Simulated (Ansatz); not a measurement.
Ansatz (a first-principles code) input (B3LYP-D3(BJ)/def2-TZVP):

Ansatz 0.2 input:
```yaml
crystal:
  periodic: [false, false, false]
  atoms:
    - {symbol: Cd, position_ang: [0.65966855, 0.04210973, 0.77401222]}
    - {symbol: Cl, position_ang: [1.24362375, 0.37476587, -1.81395238]}
    - {symbol: Cl, position_ang: [-1.95858063, -0.43110860, 1.01543270]}
basis:
  gaussian:
    orbitals: def2-TZVP
hamiltonian:
  xc: b3lyp
  dispersion: d3bj
total_charge: -1
magnetization: {spin_polarized: true, initial_magnetization: 1}
relax: {f_tol: 0.002, max_steps: 150}
```

End of the output:

```
the calculation of the forces begins
reference -29617.80527027 eV, -1088.4342680128 hartree; 28, 27 occupied and 86, 87 virtual orbitals, 924 factors
relax step   6: F+E_penalty+E_count = -29617.95234328 eV  Δ(F+E_penalty+E_count) = -1.623e-5 eV  max|allowed force component| = 3.775e-4 eV/Å  Δτ_max = 0.0039 Å  (33 SCF iters, accepted)
integrals: 0.04 GiB planned
924 factors; their error is unknown
mean field: 0.58 GiB planned
mean field evaluation 64: about -29617.8051 eV, gradient 1.1e-5 eV
mean field -29617.80505555 eV, -1088.4342601223 hartree, gradient 1.1e-5 eV, S^2 0.751774; 1 other end points of the search recorded, 0 dependent functions left out
the calculation of the forces begins
reference -29617.80527027 eV, -1088.4342680128 hartree; 28, 27 occupied and 86, 87 virtual orbitals, 924 factors
Total energy: -29617.95255800 eV, -1088.4396807371 hartree
Atom 0 at     0.530008     0.033237     0.623483 Å, force     0.000284     0.000025     0.000265 eV/Å
Atom 1 at     1.331161     0.384891    -1.758466 Å, force     0.000094     0.000045    -0.000325 eV/Å
Atom 2 at    -1.916457    -0.432361     1.110475 Å, force    -0.000377    -0.000070     0.000060 eV/Å
Dipole moment:     0.371582     0.025732     0.427977 e Å
```

The spin state was set by rule; other spins were not relaxed.
